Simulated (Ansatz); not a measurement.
Single points on the cluster TaSi₃⁻.

```yaml
crystal:
  periodic: [false, false, false]
  atoms:
    - {symbol: Ta, position_ang: [-1.033016, -1.403283, -0.473504]}
    - {symbol: Si, position_ang: [-0.961199, 1.010522, -0.108650]}
    - {symbol: Si, position_ang: [1.356556, 0.967514, -0.522052]}
    - {symbol: Si, position_ang: [0.637659, -0.574763, 1.104216]}
basis:
  gaussian: {orbitals: def2-TZVPD, initial_orbitals: start.molden}
total_charge: -1
hamiltonian: {xc: pbe0, dispersion: d4}
scf: {omitted_lower_state_checks: [starts]}
output: {orbitals: {seedname: orbitals}}
```

The file start.molden holds the orbitals of an earlier run on this structure, at another level or in another basis.

```sh
$ ansatz run in.yaml --threads 4 --pin off --events-out ev --progress --plain --max-ram 3916MiB
```

Output, abridged:

```
Functional definition: PBE0
1323 factors; their error is unknown
mean field evaluation 1: about -25169.7235 eV, gradient 1.1e2 eV
mean field evaluation 2: about -25171.4069 eV, gradient 2.6e0 eV
mean field evaluation 4: about -25171.4929 eV, gradient 1.4e-1 eV
mean field evaluation 8: about -25171.4931 eV, gradient 9.8e-6 eV
mean field -25171.49307187 eV, -925.0353085404 hartree, gradient 9.8e-6 eV, S^2 0.000000; 0 other end points of the search recorded, 0 dependent functions left out
reference -25171.49309835 eV, -925.0353095136 hartree; 28, 28 occupied and 144, 144 virtual orbitals, 1323 factors
Total energy: -25171.74041819 eV, -925.0443983499 hartree
Checks for a lower state left out: starts
```

It took 3.8 s on 4 threads of Arm Neoverse V2 on a shared host.

The first input with `gaussian: {orbitals: def2-SVPD, initial_orbitals: start.molden}` (abridged; 1.9 s):

```
Functional definition: PBE0
mean field -25163.25324316 eV, -924.7325004203 hartree, gradient 2.3e-5 eV, S^2 0.000000
Total energy: -25163.50058749 eV, -924.7415901570 hartree
Checks for a lower state left out: starts
```

First input, but with `hamiltonian: {xc: {name: CAM-B3LYP}, dispersion: d4}`, `output: {forces: true, orbitals: {seedname: orbitals}}` (abridged; 9 s):

```
Functional definition: CAM-B3LYP
mean field -25179.54971415 eV, -925.3313846830 hartree, gradient 5.2e-5 eV, S^2 0.000000
Total energy: -25179.81538472 eV, -925.3411478966 hartree
Atom 0 force     0.474460     0.707802     0.302943 eV/Å
Atom 1 force     0.332536    -0.445217    -0.061480 eV/Å
Atom 2 force    -0.567997    -0.377350     0.249892 eV/Å
Atom 3 force    -0.239000     0.114765    -0.491355 eV/Å
Dipole moment:    -0.461975    -0.749501    -0.370416 e Å
Checks for a lower state left out: starts
```

Geometry: PBE-D4/def2-SVPD.

In the def2 sets Ta takes a core potential; there is no spin–orbit coupling. At PBE0-D4/def2-TZVPD the restricted singlet is unstable: a solution with broken spin symmetry lies lower. The restricted singlet is unstable towards broken spin symmetry at other levels; at PBE0-D4/def2-SVPD, CAM-B3LYP-D4/def2-TZVPD this wasn't settled. At PBE0-D4/def2-TZVPD a triplet of charge -1 lies 1.17 eV below the restricted singlet, each at its own geometry. The structure comes from a short search, and lower isomers may exist.
